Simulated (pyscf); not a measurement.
Structures and frequencies: ωB97X-D3(BJ)/def2-SVP in PySCF. Correlated levels are frozen-core, on RHF or UHF. ΔMP2 is the change of the MP2 total energy from the triple- to the quadruple-zeta basis.

**Question.** For `[CH2]=[CH][CH2+]` → `[CH2]=[C+][CH3]`, a hydrogen shift (singlet surface; C–H broken, C–H formed), PBE/def2-TZVP gives ΔE‡ = 1.05 eV and ΔE = +0.21 eV (zero: the reactant's lowest minimum found). In which direction and how far do r²SCAN/def2-TZVP, B3LYP-D3(BJ)/def2-TZVP, CCSD(T)/def2-TZVPP + ΔMP2(QZVPP) move these?

**Answer.** r²SCAN: ΔE‡ = 1.13 eV, ΔE = +0.24 eV; B3LYP-D3(BJ): ΔE‡ = 1.24 eV, ΔE = +0.40 eV; CCSD(T): ΔE‡ = 1.27 eV, ΔE = +0.46 eV. PBE's barrier lies under all of them, by 0.08 to 0.21 eV. Its reaction energy lies under all of them, by 0.03 to 0.24 eV. One saddle was located; it need not be the lowest between these sides. The CCSD(T) − MP2 part came from Ansatz, without density fitting, on the same reference.
